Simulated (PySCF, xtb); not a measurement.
Si(H)3(NHiPr) (C3H11NSi), SMILES N([SiH3])C(C)C.

GFN2-xTB (xtb 6.7.1) at its own geometry gives an orbital gap of 5.39 eV and a dipole moment of 1.24 D.

Coordinates come from a PBE0-D3(BJ)/def2-SVP optimisation. Other conformers were not sampled.

Task: What does PBE/def2-TZVP (PySCF) give? (The exact figures need the calculation; the answer reports its results.)

Result: gap 5.09 eV (levels -5.39 and -0.30 eV), dipole 1.31 D.
